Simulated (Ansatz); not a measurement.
The first iterations of a band of Cl₂H₅NOSZr (11 atoms, charge 0, multiplicity 1).

The calculation used RKS PBE-D4/def2-SVP in Ansatz 0.2.0.

| Item | Value |
| --- | --- |
| movable images | 7 |
| climbing image | yes |
| spring | 5.0 eV/Å² |
| optimiser | quadratic models (default) |
| start path | through a guess of the saddle point |
| force threshold | 0.05 eV/Å |
| iteration limit | 60 |
| end points | relaxed |

Image 0:

```xyz
11
Properties=species:S:1:pos:R:3
Zr -0.089 -0.061 0.091
O -0.500 -0.036 1.992
H -0.995 0.550 2.587
Cl 2.192 0.585 -0.290
N -0.972 1.586 -0.689
H -1.917 1.626 -1.090
H -0.533 2.509 -0.794
Cl -1.419 -1.704 -1.046
S 1.382 -2.589 0.723
H 0.413 -3.195 1.464
H 2.042 -2.153 1.832
```

Image 8:

```xyz
11
Properties=species:S:1:pos:R:3
Zr 0.011 -0.507 -0.272
O -0.819 -0.155 1.979
H -1.565 -0.791 2.034
Cl 0.741 -0.793 -2.501
N -0.094 1.498 -0.188
H 0.204 2.142 -0.931
H -0.547 2.022 0.570
Cl -1.968 -1.901 -0.176
S 1.960 -1.260 1.096
H 1.760 -2.554 0.702
H -0.079 -0.584 2.468
```

| iteration | highest image above the first end (eV) | largest band force component (eV/Å) |
| --- | --- | --- |
| 1 | 8.872 | 35.503 |
| 2 | 1.688 | 4.487 |
| 3 | 1.092 | 2.845 |
| 4 | 0.838 | 1.058 |
| 5 | 0.696 | 1.190 |
| 6 | 0.583 | 0.821 |
| 7 | 0.478 | 0.513 |
| 8 | 0.449 | 0.412 |
| 9 | 0.506 | 0.635 |
| 10 | 0.509 | 0.665 |

Question: Does the band converge within its limit, and where does its top end?

Answer: The forces met the threshold. It ended after 31 iterations with the highest image 0.478 eV above the first end. A vibrational analysis at the climbing image gives one clearly imaginary mode, 528i cm⁻¹: a first-order saddle point. The orbitals stay closed-shell, which can raise the energy where a bond breaks towards radicals; this wasn't checked here.

Time of the run: 7.4 min on 4 threads of Arm Neoverse V2, with other jobs on the host, peak memory 0.22 GiB.
